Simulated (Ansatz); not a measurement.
Cost and result up the ladder for B(CNMe)H3 (C₂H₆BN) (10 atoms). Total charge 0; singlet. Geometry: r2SCAN-D4/def2-SVP.

```tsv
atom	x (Å)	y (Å)	z (Å)
B1	1.935	-0.667	0.363
C2	0.505	-0.175	0.094
N3	-0.584	0.200	-0.111
C4	-1.894	0.653	-0.355
H5	-1.960	1.735	-0.162
H6	-2.603	0.129	0.303
H7	-2.171	0.460	-1.403
H8	1.939	-1.868	0.121
H9	2.166	-0.429	1.542
H10	2.666	-0.037	-0.391
```

Ansatz on 4 threads of Arm Neoverse V1 on a shared host. Times are rough, and most runs start from the orbitals of an earlier one. ωB97X-V/def2-TZVP serves as the yardstick here, not as an exact answer. Differences are given only for rows in sets of like size (and for xTB, whose basis is part of the method), since another set adds its own error. Binding counts from free atoms at the same level (B doublet, C triplet, N quartet, H doublet; other spins of the atoms weren't run), without zero-point energy or a counterpoise term.

B3LYP takes the VWN-RPA correlation. Correlated methods freeze 4 core orbitals.

Correlated methods converge slowly with the basis.

```json
{"level": "HF/STO-3G", "functions": "26", "wall time": "0.1 s", "binding energy per atom (eV)": "3.50", "difference from ωB97X-V/def2-TZVP (eV)": "–"}
{"level": "HF/6-31G", "functions": "48", "wall time": "0.15 s", "binding energy per atom (eV)": "2.70", "difference from ωB97X-V/def2-TZVP (eV)": "–"}
{"level": "B3LYP-D4/6-31G", "functions": "48", "wall time": "0.4 s", "binding energy per atom (eV)": "3.89", "difference from ωB97X-V/def2-TZVP (eV)": "–"}
{"level": "HF/def2-TZVP", "functions": "160", "wall time": "0.45 s", "binding energy per atom (eV)": "2.87", "difference from ωB97X-V/def2-TZVP (eV)": "-1.08"}
{"level": "PBE-D4/def2-SVP", "functions": "86", "wall time": "0.5 s", "binding energy per atom (eV)": "4.11", "difference from ωB97X-V/def2-TZVP (eV)": "–"}
{"level": "PBE0-D4/def2-SVP", "functions": "86", "wall time": "0.55 s", "binding energy per atom (eV)": "4.02", "difference from ωB97X-V/def2-TZVP (eV)": "–"}
{"level": "MP2/def2-TZVP", "functions": "160", "wall time": "0.8 s", "binding energy per atom (eV)": "3.85", "difference from ωB97X-V/def2-TZVP (eV)": "-0.10"}
{"level": "PBE0-D4/def2-TZVP", "functions": "160", "wall time": "1.1 s", "binding energy per atom (eV)": "3.98", "difference from ωB97X-V/def2-TZVP (eV)": "0.03"}
{"level": "PBE-D4/def2-TZVP (with forces)", "functions": "160", "wall time": "1.1 s", "binding energy per atom (eV)": "4.07", "difference from ωB97X-V/def2-TZVP (eV)": "0.12"}
{"level": "B3LYP-D4/def2-TZVP", "functions": "160", "wall time": "1.1 s", "binding energy per atom (eV)": "3.98", "difference from ωB97X-V/def2-TZVP (eV)": "0.03"}
{"level": "CAM-B3LYP-D4/def2-TZVP", "functions": "160", "wall time": "1.3 s", "binding energy per atom (eV)": "3.98", "difference from ωB97X-V/def2-TZVP (eV)": "0.03"}
{"level": "r2SCANh-D4/def2-TZVP", "functions": "160", "wall time": "1.9 s", "binding energy per atom (eV)": "3.94", "difference from ωB97X-V/def2-TZVP (eV)": "-0.01"}
{"level": "ωB97X-V/def2-TZVP", "functions": "160", "wall time": "3.4 s", "binding energy per atom (eV)": "3.95", "difference from ωB97X-V/def2-TZVP (eV)": "0.00"}
{"level": "CCSD(T)/def2-TZVPP", "functions": "208", "wall time": "40 s", "binding energy per atom (eV)": "3.84", "difference from ωB97X-V/def2-TZVP (eV)": "-0.11"}
```
